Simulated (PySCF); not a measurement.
## PbH⁺: one state, many levels of theory

State: ¹Σ⁺ (singlet), closed shell. Set-up: basis H cc-pVDZ, Pb cc-pVDZ-PP with ECP60; scalar-relativistic core potentials; PySCF 2.14. De refers to H + Pb⁺ in their high-spin ground configurations, without counterpoise correction. A positive dipole points towards Pb; it is taken about the centre of mass and depends on that origin.

```json
{"Level": "RHF", "Re (Å)": "1.817", "ωe (cm⁻¹)": "1829", "De (eV)": "n/a", "μ (D)": "0.29", "CPU s a point (SCF and correlation, without the integrals)": "0.015"}
{"Level": "RHF-MP2", "Re (Å)": "1.814", "ωe (cm⁻¹)": "1790", "De (eV)": "n/a", "μ (D)": "n/a", "CPU s a point (SCF and correlation, without the integrals)": "0.023"}
{"Level": "RHF-SCS-MP2", "Re (Å)": "1.818", "ωe (cm⁻¹)": "1778", "De (eV)": "n/a", "μ (D)": "n/a", "CPU s a point (SCF and correlation, without the integrals)": "n/a"}
{"Level": "RHF-CCSD", "Re (Å)": "1.827", "ωe (cm⁻¹)": "1717", "De (eV)": "n/a", "μ (D)": "n/a", "CPU s a point (SCF and correlation, without the integrals)": "n/a"}
{"Level": "RHF-CCSD(T)", "Re (Å)": "1.829", "ωe (cm⁻¹)": "1708", "De (eV)": "n/a", "μ (D)": "n/a", "CPU s a point (SCF and correlation, without the integrals)": "0.16"}
{"Level": "PBE", "Re (Å)": "1.858", "ωe (cm⁻¹)": "1664", "De (eV)": "n/a", "μ (D)": "0.41", "CPU s a point (SCF and correlation, without the integrals)": "0.23"}
{"Level": "r²SCAN", "Re (Å)": "1.840", "ωe (cm⁻¹)": "1726", "De (eV)": "n/a", "μ (D)": "0.39", "CPU s a point (SCF and correlation, without the integrals)": "0.34"}
{"Level": "B3LYP", "Re (Å)": "1.847", "ωe (cm⁻¹)": "1703", "De (eV)": "n/a", "μ (D)": "0.42", "CPU s a point (SCF and correlation, without the integrals)": "0.27"}
{"Level": "PBE0", "Re (Å)": "1.836", "ωe (cm⁻¹)": "1737", "De (eV)": "n/a", "μ (D)": "0.36", "CPU s a point (SCF and correlation, without the integrals)": "0.41"}
{"Level": "r²SCAN0", "Re (Å)": "1.826", "ωe (cm⁻¹)": "1771", "De (eV)": "n/a", "μ (D)": "0.34", "CPU s a point (SCF and correlation, without the integrals)": "0.34"}
{"Level": "M06", "Re (Å)": "1.854", "ωe (cm⁻¹)": "1720", "De (eV)": "n/a", "μ (D)": "0.62", "CPU s a point (SCF and correlation, without the integrals)": "0.34"}
```

(1) What does the step from GGA to meta-GGA do here, going from PBE to r²SCAN?

(2) What does a quarter of exact exchange do here, going from r²SCAN to r²SCAN0?

(3) What does second-order correlation do here, going from RHF to RHF-MP2?

Correlated steps freeze 4 core orbitals. Spin–orbit coupling is left out, which matters for elements this heavy, above all for dissociation energies.

The whole job (state search and all levels along the bond) took about 0.56 min on 1 thread of Arm Neoverse V1 (shared host), peak memory 0.35 GiB.

Results:

(1) r²SCAN less PBE: -1.8 pm in Re, +3.7 % in ωe. 

(2) r²SCAN0 less r²SCAN: -1.4 pm in Re, +2.6 % in ωe. Exact exchange removes part of the self-interaction that spreads semilocal densities, and in most molecules shortens and stiffens the bond and lowers De; so it does here.

(3) RHF-MP2 less RHF: -0.3 pm in Re, -2.1 % in ωe. Correlation nearly always deepens the well. The bond shortens, as in weak, metallic or heavy-atom bonds, where dispersion and the correlation of outer-core electrons pull the atoms together.
